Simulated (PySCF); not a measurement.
# Deuteron quadrupole couplings in `O=CC([SiH3])([SiH3])[SiH2]N[SiH3]`

C2H13NOSi4.
Structure used (GFN2-xTB), in Å, numbered top down from 1:
```
atom  x, y, z in Å
O1    -2.570    0.252   -2.104
C2    -1.879   -0.537   -1.493
C3    -1.101   -0.146   -0.333
Si4   -1.521   -1.281    1.138
Si5   -1.613    1.688   -0.110
Si6    0.724   -0.339   -0.859
N7     1.672    0.167    0.487
Si8    3.400    0.164    0.622
H9    -1.815   -1.591   -1.824
H10   -0.691   -0.935    2.291
H11   -1.302   -2.682    0.766
H12   -2.934   -1.107    1.488
H13   -1.179    2.491   -1.247
H14   -0.920    2.182    1.095
H15   -3.049    1.768    0.129
H16    1.043   -1.742   -1.144
H17    0.992    0.463   -2.061
H18    1.196    0.747    1.159
H19    3.860   -1.051   -0.043
H20    3.685    0.164    2.057
H21    3.994    1.345   -0.015
```

Level: PBE0/pcSseg-1 (PySCF, non-relativistic); Q(2H) = 0.00286 b; rigid geometry, the same for H and D, with no vibrational averaging.

Question: Rank these positions by the coupling χzz of a deuteron there, largest first.
A. H18 (N–H hydrogen)
B. H12 (Si–H hydrogen)
C. H9 (formyl hydrogen)
D. H15 (Si–H hydrogen)

Answer: A (289 kHz), C (182 kHz), D (113 kHz), B (107 kHz).

Q: Tabulate Vzz, the asymmetry η and χzz = 234.96 MHz × Q × Vzz for every hydrogen position.

A: 
| atom | bonded to | bond length (Å) | Vzz (au) | η | χzz (kHz) |
| --- | --- | --- | --- | --- | --- |
| H9 | C2 | 1.107 | 0.2705 | 0.00 | 182 |
| H10 | Si4 | 1.463 | 0.1635 | 0.03 | 110 |
| H11 | Si4 | 1.466 | 0.1601 | 0.03 | 108 |
| H12 | Si4 | 1.466 | 0.1596 | 0.02 | 107 |
| H13 | Si5 | 1.458 | 0.1670 | 0.05 | 112 |
| H14 | Si5 | 1.476 | 0.1552 | 0.03 | 104 |
| H15 | Si5 | 1.458 | 0.1676 | 0.05 | 113 |
| H16 | Si6 | 1.468 | 0.1570 | 0.04 | 106 |
| H17 | Si6 | 1.470 | 0.1538 | 0.03 | 103 |
| H18 | N7 | 1.007 | 0.4308 | 0.16 | 289 |
| H19 | Si8 | 1.459 | 0.1635 | 0.05 | 110 |
| H20 | Si8 | 1.463 | 0.1607 | 0.04 | 108 |
| H21 | Si8 | 1.467 | 0.1572 | 0.02 | 106 |

Q: Average by the element that carries the hydrogen.

A: on C: 182 kHz over 1 position, mean bond length 1.107 Å; on Si: 108 kHz over 11 positions, mean bond length 1.465 Å; on N: 289 kHz over 1 position, mean bond length 1.007 Å.

Q: How does χzz go with the bond length over the 11 Si–H bonds?

A: A straight-line fit has a slope of -5.2 kHz for each 0.01 Å, with a correlation coefficient of -0.92, over lengths from 1.458 to 1.476 Å. The longer bonds have the smaller couplings here.

Geometry: GFN2-xTB, one conformer, isolated molecule. GFN2-xTB bond lengths can be off by several hundredths of an ångström, more for odd bonds, and the gradients follow them. A larger basis could move these couplings by a tenth or more.
